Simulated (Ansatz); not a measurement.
`[SiH3][SiH2][GeH2][SiH2][SiH3]` + `C=C(C)[SiH2][SiH3]` → `[SiH3][SiH2][SiH2][GeH2][SiH2][SiH3]` + `C=C(C)[SiH3]`  (redistribution)

Program: Ansatz. Geometries: PBE0-D4/def2-TZVP. ΔE: electronic, gas phase. CCSD(T)/CBS adds triple-zeta CCSD(T) − MP2 to the extrapolated MP2 energy (def2 sets, frozen cores). Functionals use def2-TZVPP. For Ge outer-core shells are correlated without core-valence functions, which leaves a few kJ/mol of doubt a bond. Scalar relativity is left out up to krypton. Each species was taken in one conformer, which may not be the lowest.

`[SiH3][SiH2][GeH2][SiH2][SiH3]`:

Cartesian coordinates in Å:
```
Si 1.462 2.226 0.142
Si 0.162 1.061 1.695
Ge -1.779 0.203 0.612
Si -1.118 -0.950 -1.365
Si 0.587 -2.462 -0.847
H 0.667 3.339 -0.445
H 2.688 2.791 0.767
H 1.865 1.306 -0.955
H -0.218 1.952 2.827
H 0.946 -0.081 2.242
H -2.531 -0.760 1.550
H -2.731 1.361 0.258
H -0.615 0.047 -2.351
H -2.277 -1.663 -1.971
H 1.744 -1.724 -0.273
H 1.044 -3.206 -2.051
H 0.103 -3.439 0.165
```

`C=C(C)[SiH2][SiH3]`:

```xyz
15

C    -1.277    0.852    1.547
C    -0.714   -0.053    0.749
C    -1.526   -1.071    0.005
Si    1.143   -0.053    0.514
Si    1.700    0.499   -1.694
H    -2.355    0.890    1.691
H    -0.692    1.588    2.089
H    -2.592   -0.965    0.218
H    -1.222   -2.088    0.273
H    -1.383   -0.980   -1.076
H     1.696   -1.408    0.804
H     1.762    0.927    1.449
H     1.238    1.876   -2.018
H     1.049   -0.445   -2.644
H     3.172    0.430   -1.907
```

`[SiH3][SiH2][SiH2][GeH2][SiH2][SiH3]`:

```xyz
20

Si    1.990    0.915    1.555
Si   -0.311    0.983    1.969
Si   -1.383    1.981    0.150
Ge   -0.812    0.805   -1.840
Si   -1.113   -1.546   -1.569
Si    0.713   -2.573   -0.530
H     2.541    2.297    1.608
H     2.704    0.073    2.552
H     2.244    0.365    0.196
H    -0.577    1.731    3.231
H    -0.840   -0.400    2.127
H    -2.862    1.939    0.325
H    -0.965    3.406    0.033
H    -1.685    1.304   -3.008
H     0.657    1.090   -2.205
H    -2.348   -1.789   -0.771
H    -1.304   -2.173   -2.908
H     0.527   -4.050   -0.510
H     1.960   -2.258   -1.276
H     0.864   -2.100    0.871
```

`C=C(C)[SiH3]`:

Cartesian coordinates in Å:
```
C -0.244 1.217 1.014
C -0.037 0.133 0.268
C 0.122 -1.229 0.873
Si 0.060 0.298 -1.591
H -0.359 2.204 0.579
H -0.307 1.157 2.099
H -0.635 -1.921 0.492
H 0.039 -1.197 1.962
H 1.095 -1.663 0.617
H 1.372 -0.201 -2.090
H -0.106 1.723 -1.980
H -1.000 -0.520 -2.243
```

(1) Is it downhill or uphill in electronic energy at CCSD(T)/CBS, and by how much? (Best estimate.)

(2) What do these levels give: BLYP-D4, r2SCAN-D4, B2PLYP, revPBE, HF/def2-SVP, SCS-MP2/def2-TZVPP? (Best estimate.)

Largest T1 diagnostic among the species: 0.013.

## Answers

(1) Ansatz gave: Downhill: ΔE = -8.7 kJ/mol.

(2) The calculation gave: BLYP-D4 -8.0, r2SCAN-D4 -7.1, B2PLYP -4.6, revPBE -0.1, HF/def2-SVP -3.0, SCS-MP2/def2-TZVPP -6.9 kJ/mol.

The D4 term adds −6.7 kJ/mol with B3LYP and −4.0 kJ/mol with PBE0; it sums over pairs of atoms, weighted by their polarisabilities, and B3LYP, whose exchange is more repulsive, gets the larger term. In def2-TZVPP, CCSD(T) changes the Hartree–Fock value by −6.6 kJ/mol (the triples alone add −1.1 kJ/mol) and MP2 by −7.4 kJ/mol.

B3LYP here is the variant with VWN-RPA as its local correlation; programs differ in this.
